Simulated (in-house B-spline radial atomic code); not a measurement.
Computed with a B-spline radial atomic code. Model: two electrons, singlet ground state, non-relativistic, full CI in B-splines with partial waves to l = 8 (at full coupling up to 3e-4 hartree above the limit, correlation up to 0.6 % small), density held at that of full coupling by Lieb maximisation.

Along the adiabatic connection the electron repulsion is scaled by a coupling λ while a local potential keeps the density fixed. At λ = 0 the system is the Kohn-Sham one and W equals the exchange energy; the exchange-correlation energy is the area under W between 0 and 1. The kinetic energy rises with λ as the electrons avoid each other, with dT/dλ = −λ dW/dλ.

Command:
```bash
python run_ac.py task.json out
```
Settings (lengths in bohr, energies in hartree):
```
potential              yukawa
strength               3.9
lmax                   8
second                 0.274
```

Cost of the run: 13 s on 1 thread of Intel(R) Xeon(R) Processor @ 2.30GHz, on a shared host.

**W = mean repulsion less Hartree energy, and W of three functionals.**

Given: confinement screened point charge; nuclear charge 3.9; screening of the nucleus 0.274 1/bohr; external potential -Z exp(-k r)/r.

Computed: LDA exchange minus exact 309.04 millihartree; SCAN exchange minus exact -4.7986 millihartree.

```csv
coupling,W xc (hartree),W xc minus exchange (millihartree),kinetic minus Kohn-Sham (millihartree),LDA (PW92) W minus its exchange (millihartree),PBE W minus its exchange (millihartree),SCAN W minus its exchange (millihartree)
0,-2.2017,0,0,0,0,0
0.02,-2.2036,-1.881,0,-13.72,-1.85,-1.84
0.05,-2.2064,-4.689,0.1,-28.76,-4.63,-4.56
0.12,?,?,?,?,?,?
0.25,-2.2247,-22.965,2.8,-97.35,-23.35,-21.92
0.4,-2.2379,-36.191,7.1,-135.52,-37.21,-34.29
0.6,?,?,?,?,?,?
0.8,-2.2713,-69.588,27.1,-215,-72.77,-65.09
1,-2.2871,-85.334,41.3,-247.58,-89.68,-79.48
1.4,-2.3168,-115.09,76.9,-303.88,-121.75,-106.54
2,-2.3576,-155.83,145.9,-373.41,-165.81,-143.46
3,-2.4167,-214.93,292.8,-464.72,-229.98,-197.14
4.5,-2.4892,-287.45,562.7,-567.81,-309.39,-263.78
7,-2.5799,-378.2,1078,-690.25,-410.99,-349.39
10,-2.6571,-455.39,1727.5,-793.21,-500.95,-424.94
```

Task: What belongs in the row 0.12?

Result: W xc (hartree): -2.2129; W xc minus exchange (millihartree): -11.171; kinetic minus Kohn-Sham (millihartree): 0.7; LDA (PW92) W minus its exchange (millihartree): -56.66; PBE W minus its exchange (millihartree): -11.19; SCAN W minus its exchange (millihartree): -10.77.

Task: What belongs in the row 0.6?

Result: W xc (hartree): -2.255; W xc minus exchange (millihartree): -53.219; kinetic minus Kohn-Sham (millihartree): 15.6; LDA (PW92) W minus its exchange (millihartree): -178.25; PBE W minus its exchange (millihartree): -55.27; SCAN W minus its exchange (millihartree): -50.05.

Task: What is the PBE exchange minus exact?

Result: 36.588 millihartree.

**Energy parts, natural occupations and partial-wave weights.**

Computed: total energy -10.9095 hartree; exchange energy -2.2017 hartree; correlation energy -0.044084 hartree; initial slope twice GL2 -0.094277 hartree; kinetic part over minus potential part 0.4834; Hartree energy 4.4035 hartree; Kohn-Sham kinetic 12.773 hartree.

| natural | occupation of the shell (electrons) |
| --- | --- |
| s | 1.9962 |
| p | 0.002047 |
| s | 0.0015092 |
| d | 0.00010359 |
| p | ? |
| s | 3.2456e-05 |

Task: What belongs in the row p?

Result: occupation of the shell (electrons): 7.5024e-05.

```tsv
wave	weight
s	0.99887
p	0.0010648
d	5.8202e-05
f	?
g	1.9817e-06
```

Task: What belongs in the row f?

Result: weight: 8.412e-06.

Task: What is the kinetic part of the DFT correlation energy?

Result: 0.041251 hartree.

Task: What is the Lieb Oxford ratio E_xc over LDA exchange?

Result: 1.1866.

Half-way to full coupling W has made 52 % of its drop, against 50 % for a straight line, and second-order (GL2) theory, half the initial slope, overshoots the correlation energy by about 7 %: correlation is weak here. Over couplings 0 to 1 the errors in E_xc come to about +205 millihartree for LDA, +35 millihartree for PBE, -2.2 millihartree for SCAN, so SCAN is nearest. In LDA and PBE and SCAN the errors of exchange and correlation have opposite signs, so the sum is smaller than the larger of the two.
